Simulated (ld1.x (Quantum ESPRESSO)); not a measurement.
## xenon (Xe): excitation energies, all-electron against TM

```json
{"Element": "xenon", "Generator": "ld1.x (Quantum ESPRESSO) 7.5", "Type": "norm-conserving Troullier–Martins (Kleinman–Bylander form)", "Functional": "LDA (PZ)", "Relativity": "fully relativistic", "Frozen core": "[Kr] 4d10", "Valence charge": "8", "Reference configuration": "5s2 5p6", "Partial waves": "5p (bound): rc 1.70 bohr; 5s (bound): rc 1.40 bohr", "Local potential": "the s channel", "Core correction": "none"}
```

Open shells are filled in proportion to 2j + 1 (rel_dist='average').

Energies are relative to the spin-unpolarised reference configuration 5s2 5p6; without spin polarisation the order of configurations can differ from experiment. The frozen-core shift is the all-electron ΔE with the core orbitals held at their reference shape minus the fully relaxed ΔE.

Give the all-electron excitation energy and the error of the potential for: 5s2 5p5; 5s2 5p4; 5s2 5p3; 5s1 5p6; 5s2 5p5.5; 5s2 5p2.

```
valence configuration  charge  ΔE all-electron (eV)  error AE − PS (meV)  frozen-core shift (meV)
              5s2 5p5      +1                12.735                 +4.1                     +3.4
              5s2 5p4      +2                34.716                  +24                      +24
              5s2 5p3      +3                66.723                  +76                      +84
              5s1 5p6      +1                24.909                 +9.8                      +17
            5s2 5p5.5    +0.5                 5.268                 +0.9                     +0.6
              5s2 5p2      +4               109.403                 +189                     +219
```

Levels in the configuration 5s2 5p2:

```csv
level,all-electron (eV),pseudo (eV)
5s j=1/2,-62.132,-61.959
5p j=1/2,-49.485,-49.309
5p j=3/2,-47.565,-47.417
```
